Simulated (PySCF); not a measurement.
## Radial density of F (fluorine, neutral)

TPSS, [He] 2s2 2p5, 2P determinant. All numbers are calculated (PySCF 2.14, no relativity, point nucleus, in 6-31G* (3s2p1d, 14 functions)).

| r (bohr) | 4πr²ρ (e/bohr) | 4πr²(ρα − ρβ) |
| --- | --- | --- |
| 0.00322 | 0.05397 | 0.0000 |
| 0.00541 | 0.1490 | 0.0001 |
| 0.00910 | 0.3973 | 0.0002 |
| 0.0153 | 1.0000 | 0.0004 |
| 0.0258 | 2.353 | 0.0010 |
| 0.0433 | 4.856 | 0.0027 |
| 0.0729 | 8.154 | 0.0086 |
| 0.123 | 9.666 | 0.0374 |
| 0.206 | 6.907 | 0.1619 |
| 0.347 | 4.067 | 0.4713 |
| 0.583 | 5.775 | 0.8766 |
| 0.981 | 5.480 | 0.7498 |
| 1.65 | 1.866 | 0.2390 |
| 2.78 | 0.1910 | 0.0259 |
| 4.67 | 5.709e-05 | 0.0000 |
